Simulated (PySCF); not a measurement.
The numbers are results of r2SCAN-D4/def2-TZVP (PySCF), not measurements. Gas-phase values, no solvent. One relaxed conformer stands for a flexible species; it need not be the lowest. Excitations are Tamm–Dancoff values on a coarser integration grid. The basis has no diffuse functions, so Rydberg states are missing or too high.

Reference species (SMILES): `O1[SiH2][SiH2][SiH2]1` (neutral, multiplicity 1).

The HOMO is -6.58 eV and the S1 oscillator strength is 0.149. The S1 excitation (TDA) is 5.51 eV.

After one change: the HOMO rises by 1.22 eV; the S1 oscillator strength drops by 0.120; the S1 excitation (TDA) decreases by 1.48 eV.

Question: Which change was made? The new species is one of these.
A) `[SiH2]=[SiH]O[SiH3]` (Si–Si–O–Si torsion 24°)
B) `O[SiH]1[SiH2][SiH2]1` (H–O–Si–Si torsion 43°)
C) `O/[SiH]=[SiH]\[SiH3]` (H–O–Si–Si torsion 156°)
D) `[SiH3][Si@@H]1O[SiH2]1`

Answer: A, `[SiH2]=[SiH]O[SiH3]` (Si–Si–O–Si torsion 24°)
